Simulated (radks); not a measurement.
Spherical quantum dot in the effective-mass picture: electrons in a parabolic well V = omega^2 r^2 / 2 with omega = 1.39, all in effective atomic units (hartree* = m*/eps^2 hartree, bohr* = eps/m* bohr), one dielectric constant everywhere. Method: non-relativistic Kohn-Sham, LDA (Slater exchange, Perdew-Wang correlation), spin-polarised, spherical densities; computed with a radial shooting solver with Libxc functionals. Levels are named by radial order and angular momentum (1s, 1p, 1d, 2s, ...), and open shells are averaged over m. Results are scaled to m* = 0.127 and eps = 4.1, for which hartree* = 205.6 meV and bohr* = 1.708 nm. Each electron was tried in the lowest free levels, single moves between levels near the top were tried too, and the lowest total energy was kept; such a search can miss a lower state. At N = 1 the Hartree and exchange-correlation terms need not cancel, so that row can carry a self-interaction error.

| N | open shells | 2S | E (meV) | addition energy mu(N+1) - mu(N) (meV) | e(HOMO) (meV) |
|---|---|---|---|---|---|
| 1 | 1s(up 1, down 0) | 1 | 437.100 | 175.0 | 504.95 |
| 2 | none | 0 | 1049.16 | 376.6 | 678.82 |
| 3 | 1p(up 1, down 0) | 1 | 2037.85 | 115.0 | 1045.7 |
| 4 | 1p(up 2, down 0) | 2 | 3141.55 | 116.1 | 1161.8 |
| 5 | 1p(up 3, down 0) | 3 | 4361.37 | 145.6 | 1277.7 |
| 6 | 1p(up 3, down 1) | 2 | 5726.79 | 106.6 | 1418.4 |
| 7 | 1p(up 3, down 2) | 1 | 7198.80 | 107.3 | 1525.7 |
| 8 | none | 0 | 8778.12 | 309.4 | 1632.8 |
| 9 | 1d(up 1, down 0) | 1 | 10666.9 | 94.05 | 1935.8 |
| 10 | 1d(up 2, down 0) | 2 | 12649.7 | 93.68 | 2029.7 |
| 11 | 1d(up 3, down 0) | 3 | 14726.2 | 93.05 | 2123.1 |
| 12 | 1d(up 4, down 0) | 4 | 16895.7 | 92.28 | 2215.8 |
| 13 | 1d(up 5, down 0) | 5 | 19157.5 | 115.7 | 2307.7 |
| 14 | 1d(up 5, down 1) | 4 | 21535.0 | 87.73 | 2421.4 |
| 15 | 1d(up 5, down 2) | 3 | 24000.3 | 87.46 | 2509.1 |
| 16 | 1d(up 5, down 3) | 2 | 26553.0 | 86.98 | 2596.3 |
| 17 | 1d(up 5, down 4) | 1 | 29192.7 | 86.40 | 2683.0 |
| 18 | none | 0 | 31918.8 | 112.0 | 2769.1 |
| 19 | 2s(up 1, down 0) | 1 | 34756.9 | 96.96 | 2882.0 |
| 20 | none | 0 | 37692.0 | 219.3 | 2978.5 |
| 21 | 1f(up 1, down 0) | 1 | 40846.3 | 78.24 | 3193.5 |
| 22 | 1f(up 2, down 0) | 2 | 44078.8 | 77.84 | 3271.5 |
| 23 | 1f(up 3, down 0) | 3 | 47389.2 | 77.41 | 3349.2 |
| 24 | 1f(up 4, down 0) | 4 | 50777.0 | 76.97 | 3426.4 |
| 25 | 1f(up 5, down 0) | 5 | 54241.7 | 76.51 | 3503.1 |
| 26 | 1f(up 6, down 0) | 6 | 57783.0 | 76.04 | 3579.4 |
| 27 | 1f(up 7, down 0) | 7 | 61400.3 | 94.47 | 3655.2 |
| 28 | 1f(up 7, down 1) | 6 | 65112.1 | 73.89 | 3748.8 |
| 29 | 1f(up 7, down 2) | 5 | 68897.8 | 73.58 | 3822.5 |
| 30 | 1f(up 7, down 3) | 4 | 72757.0 | 73.24 | 3895.9 |
| 31 | 1f(up 7, down 4) | 3 | 76689.5 | 72.88 | 3969.0 |
| 32 | 1f(up 7, down 5) | 2 | 80694.9 | 72.51 | 4041.7 |
| 33 | 1f(up 7, down 6) | 1 | 84772.8 | 72.14 | 4114.0 |
| 34 | none | 0 | 88922.8 | 109.3 | 4186.0 |
| 35 | 2p(up 1, down 0) | 1 | 93182.2 | 72.63 | 4295.7 |
| 36 | 2p(up 2, down 0) | 2 | 97514.1 | 72.41 | 4368.2 |
| 37 | 2p(up 3, down 0) | 3 | 101918 | 82.14 | 4440.5 |
| 38 | 2p(up 3, down 1) | 2 | 106405 | 71.12 | 4522.1 |
| 39 | 2p(up 3, down 2) | 1 | 110963 | - | 4593.1 |

All shells are closed at N = 2, 8, 18, 20, 34 (there: 1s2 1p6 1d10 2s2 1f14); the second difference of the energy has clear peaks (12 % above both neighbours; the first and last values, which can be the largest, are not judged, and half-filled shells can peak too) at N = 2, 5, 8, 13, 18, 20, 27, 34, 37.
